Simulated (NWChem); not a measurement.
Species: C$_{2}$F$_{5}$ cation

```xyz
7

F     -0.1409    -1.5188    -1.0521
C     -0.1040    -0.8827     0.0000
F     -0.1409    -1.5188     1.0521
C      0.0402     0.6907     0.0000
F      1.3329     0.8945     0.0000
F     -0.5252     1.1352     1.0804
F     -0.5252     1.1352    -1.0804
```
Atoms are numbered in this order, from 1.

All runs: NWChem. Pople sets run with spherical d functions. Structure relaxed at the PBE0/def2-SVP level. B3LYP is NWChem's, with the RPA form of VWN correlation. Field at 589 nm.

```csv
level,isotropic polarisability (bohr³),anisotropy (bohr³)
B3LYP/6-31G*,22.3,5.6
B3LYP/def2-SVP,21.4,5.3
B3LYP/def2-SVPD,…,5.6
```

Question: Fill in the missing entries.

Answer: 
- B3LYP/def2-SVPD, isotropic polarisability (bohr³): 27.4
